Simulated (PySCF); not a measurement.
**`C(/OCC)=C/CF`, C$_{5}$H$_{9}$FO**

Molfile (atoms numbered from 1):
```
C5H9FO
     RDKit          3D

 16 15  0  0  0  0  0  0  0  0999 V2000
   -2.4397   -1.0432   -0.0529 C   0  0  0  0  0  0  0  0  0  0  0  0
   -1.5851   -0.0011   -0.7550 C   0  0  0  0  0  0  0  0  0  0  0  0
   -0.2885   -0.0308   -0.1851 O   0  0  0  0  0  0  0  0  0  0  0  0
    0.5682    0.9317   -0.6033 C   0  0  0  0  0  0  0  0  0  0  0  0
    1.8461    0.9630   -0.2436 C   0  0  0  0  0  0  0  0  0  0  0  0
    2.4842   -0.0694    0.6263 C   0  0  0  0  0  0  0  0  0  0  0  0
    3.7157   -0.4341    0.1221 F   0  0  0  0  0  0  0  0  0  0  0  0
   -2.0024   -2.0296   -0.1792 H   0  0  0  0  0  0  0  0  0  0  0  0
   -3.4422   -1.0416   -0.4707 H   0  0  0  0  0  0  0  0  0  0  0  0
   -2.4950   -0.8223    1.0095 H   0  0  0  0  0  0  0  0  0  0  0  0
   -1.5229   -0.2201   -1.8304 H   0  0  0  0  0  0  0  0  0  0  0  0
   -2.0231    0.9993   -0.6313 H   0  0  0  0  0  0  0  0  0  0  0  0
    0.1479    1.7053   -1.2380 H   0  0  0  0  0  0  0  0  0  0  0  0
    2.4814    1.7613   -0.5889 H   0  0  0  0  0  0  0  0  0  0  0  0
    1.8720   -0.9738    0.6788 H   0  0  0  0  0  0  0  0  0  0  0  0
    2.6759    0.3141    1.6369 H   0  0  0  0  0  0  0  0  0  0  0  0
  1  2  1  0
  2  3  1  0
  3  4  1  0
  4  5  2  0
  5  6  1  0
  6  7  1  0
  1  8  1  0
  1  9  1  0
  1 10  1  0
  2 11  1  0
  2 12  1  0
  4 13  1  0
  5 14  1  0
  6 15  1  0
  6 16  1  0
M  END
```

The calculation used GIAO mPW1PW91/6-311G** magnetisability, rotational g tensor and spin-rotation constants, non-relativistic, gas phase (PySCF). Geometry: GFN2-xTB.

What are the magnetisability and the molar susceptibility?

Isotropic -1044 × 10⁻³⁰ J/T², or -62.8 × 10⁻⁶ cm³/mol; principal values -1120, -1049, -961 × 10⁻³⁰ J/T², anisotropy 138 × 10⁻³⁰ J/T² (root of half the summed squared differences of the principal values). The susceptibility is in cgs units.

Split it along the inertial axes a, b, c into diamagnetic and paramagnetic parts about the centre of mass, with the quadrupole moment.


```
axis  χ (10⁻⁶ cm³/mol)  diamagnetic (10⁻⁶ cm³/mol)  paramagnetic (10⁻⁶ cm³/mol)  summed x² of all electrons (Å²)  quadrupole Θ (D Å)
   a             -65.0                      -263.2                        198.2                            277.7               -2.02
   b             -58.0                     -1251.5                       1193.5                             44.8               +3.13
   c             -65.5                     -1368.3                       1302.8                             17.3               -1.11
```
Anisotropies 2χaa − χbb − χcc = -6.5 and 2χbb − χaa − χcc = +14.4 × 10⁻⁶ cm³/mol. Θ is traceless in Buckingham's convention.

And the rotational g tensor?


```csv
axis,rotational constant (GHz),g,nuclear part,electronic part
a,7.3141,-0.0278,0.6533,-0.6811
b,1.0111,-0.0086,0.5583,-0.5669
c,0.9250,-0.0036,0.5626,-0.5661
```
Asymmetric top; isotopes 12C, 19F, 1H, 16O; no vibrational averaging.
